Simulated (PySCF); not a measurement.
## Telling isomers of C$_{6}$H$_{12}$Si apart by NMR

PySCF 2.14 calculation with GIAO PBE0/pcSseg-1 shieldings and geometry: GFN2-xTB; non-relativistic, rapidly exchanging positions averaged, one conformer, isolated molecule.

Shifts are taken against calculated references (same method and geometry level): TMS for ¹H, ¹³C. Where no couplings were computed, multiplicities follow the n + 1 count of equivalent neighbours, and m marks all less simple cases (inequivalent or close neighbours, rings, F or P nearby). Shifts are as computed. Against solution values, carbons near 30 ppm lie about +3 ppm off and those near 130 ppm about +5 ppm. Of 1211 compounds with measured shifts, 218 miss one by over three times the rms of a fit or turn the order of signals round; such compounds aren't used in these exercises.

(1) Tabulate the signals of `CCC#CC[SiH2]C`, `CCCC#CC[SiH3]` and their relative energies.

(2) What is the quickest way to tell CCC#CC[SiH2]C from CCCC#CC[SiH3]?

## Answers

(1) 
```json
{"SMILES": "CCC#CC[SiH2]C", "carbon types": "2×C 2×CH2 2×CH3", "δC": "87.6, 83.4, 18.1, 16.0, 3.3, -7.9", "δH": "4.21 (m, 2H), 2.30 (q, 2H), 1.73 (t, 2H), 1.19 (t, 3H), 0.29 (t, 3H)", "E rel. (kcal/mol)": "0.0"}
{"SMILES": "CCCC#CC[SiH3]", "carbon types": "2×C 3×CH2 1×CH3", "δC": "86.3, 84.5, 26.8, 23.4, 15.3, 0.1", "δH": "3.98 (t, 3H), 2.28 (t, 2H), 1.83 (q, 2H), 1.45 (m, 2H), 1.17 (t, 3H)", "E rel. (kcal/mol)": "9.6"}
```

Energies are electronic energies at PBE0/pcSseg-1 on these geometries, without zero-point or thermal terms, each for the one conformer computed, which needn't be the lowest.

(2) Both give the same number of carbon signals, but DEPT or the intensities differ. The first has a methyl carbon bonded to Si (CH3) at -7.9 ppm, the second an sp3 CH2 at 26.8 ppm. Their most deshielded carbons lie at 87.6 and 86.3 ppm.
